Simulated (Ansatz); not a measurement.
Species: CH5OSi (charge 0, doublet). It need not be the lowest isomer of its formula. 
Structure (B3LYP-D3(BJ)/def2-TZVP (Ansatz, a program for electronic structure) minimum search):
```xyz
8

C      1.5895     0.1852    -0.2934
O      0.3322    -0.4703    -0.3506
Si    -1.0430     0.0571     0.3925
H      1.4867     1.2626    -0.4566
H      2.0717     0.0181     0.6735
H      2.2212    -0.2309    -1.0776
H     -1.2194     1.5222     0.1450
H     -2.1537    -0.7205    -0.2150
```
Charge 0, spin multiplicity 2.

Basis-set convergence of Hartree-Fock and MP2 correlation energies (hartree) with Ansatz. Valence correlation only, unless marked. Open shells are spin-unrestricted. Spin-orbit coupling is left out. No relativistic terms.

| basis | functions | E(HF) | E(corr, MP2) |
|---|---|---|---|
| def2-SVPD | 107 | -404.38274 | -0.43214 |
| def2-TZVPPD | 210 | -404.61945 | -0.52088 |
| def2-QZVPPD | 370 | -404.63384 | -0.55711 |

Extrapolating the two largest sets (X = 3 and 4) as X^-3: E(corr) = (64·(-0.55711) - 27·(-0.52088))/37 = -0.5835 Eh, an estimate of the basis-set limit. The largest set recovers 95.5 % of it, the smallest 74.1 %.
